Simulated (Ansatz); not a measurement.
Input for Ansatz (a first-principles code): R-CCSD(T)/cc-pVDZ on BH (SMILES [BH]), 2S+1 = 1, a spin state set in the input, which need not be the lowest, at the other state's geometry.

Ansatz 0.2 input:
```yaml
crystal:
  periodic: [false, false, false]
  atoms:
    - {symbol: B, position_ang: [-0.00000000, -0.00000000, -0.19866434]}
    - {symbol: H, position_ang: [0.00000000, 0.00000000, 0.99332168]}
basis:
  gaussian:
    orbitals: cc-pVDZ
magnetization: {spin_polarized: false}
correlation: {method: ccsd_t, electrons: outside_noble_gas}
scf: {omitted_lower_state_checks: [cluster_reference]}
```

The log:

```
WARN ansatz: RAYON_NUM_THREADS=2 ignored (pool sized by the plan → 2); use --threads N
Functional definition: HF
these checks for a lower state are left out or cut short: cluster_reference
integrals: 0.00 GiB planned
177 factors; integrals over basis functions are off by at most 7.3e-4 eV
mean field: 0.04 GiB planned
mean field evaluation 1: about -683.3386 eV, gradient 7.4e0 eV
mean field evaluation 2: about -683.3384 eV, gradient 7.4e0 eV
mean field evaluation 4: about -683.6717 eV, gradient 4.1e-1 eV
mean field evaluation 8: about -683.6733 eV, gradient 5.2e-5 eV
mean field -683.67327564 eV, -25.1245294693 hartree, gradient 1.1e-6 eV, S^2 0.000000; 0 other end points of the search recorded, 0 dependent functions left out; unrestricted orbitals would lower it
1 core orbitals not correlated
reference -683.67327564 eV, -25.1245294693 hartree; 2, 2 occupied and 16, 16 virtual orbitals, 177 factors
second order -1.63832385 eV of doubles, -0.00000000 eV of singles
coupled cluster: 0.04 GiB planned
cycle   1  -2.08461444 eV  change   -4.5e-1 eV  update   6.5e-2
cycle   2  -2.35716581 eV  change   -2.7e-1 eV  update   3.4e-2
cycle   3  -2.37538954 eV  change   -1.8e-2 eV  update   1.1e-2
cycle   4  -2.38045483 eV  change   -5.1e-3 eV  update   2.7e-3
cycle   5  -2.37784664 eV  change    2.6e-3 eV  update   9.9e-4
cycle   6  -2.37896848 eV  change   -1.1e-3 eV  update   3.1e-4
cycle   7  -2.37901406 eV  change   -4.6e-5 eV  update   5.6e-5
cycle   8  -2.37893040 eV  change    8.4e-5 eV  update   1.4e-5
cycle   9  -2.37895563 eV  change   -2.5e-5 eV  update   3.5e-6
cycle  10  -2.37895180 eV  change    3.8e-6 eV  update   6.8e-7
perturbative correction -0.03617315 eV, -0.0013293387 hartree
Total energy: -686.08840058 eV, -25.2132836740 hartree
Checks for a lower state left out: cluster_reference
```

The calculation finished and met its thresholds.

Cost: about 0.21 core-seconds (a rough figure).
